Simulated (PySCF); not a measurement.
Br2Cu, SMILES [Br][Cu-][Br], charge -1, multiplicity 1. Heavy atoms are numbered as in [Cu-:1]([Br:2])[Br:3].

The structure is a stationary point at PBE0-D3(BJ)/def2-SVPD. The spin state was assumed, not searched.

Calculation: PySCF with PBE/def2-TZVPD.

ESP charges are fitted to the potential on shells at 1.4 to 2.0 van der Waals radii. Atomic charges (e), one atom of each kind:

```csv
atom,ESP fit,meta-Löwdin
Cu1,___,0.43
Br2,___,-0.72
```

### Question
What belongs in the gaps? (An estimate is asked for; the answer gives what the named calculation found.)

### Answer

- Cu1, ESP fit: 0.21
- Br2, ESP fit: -0.60
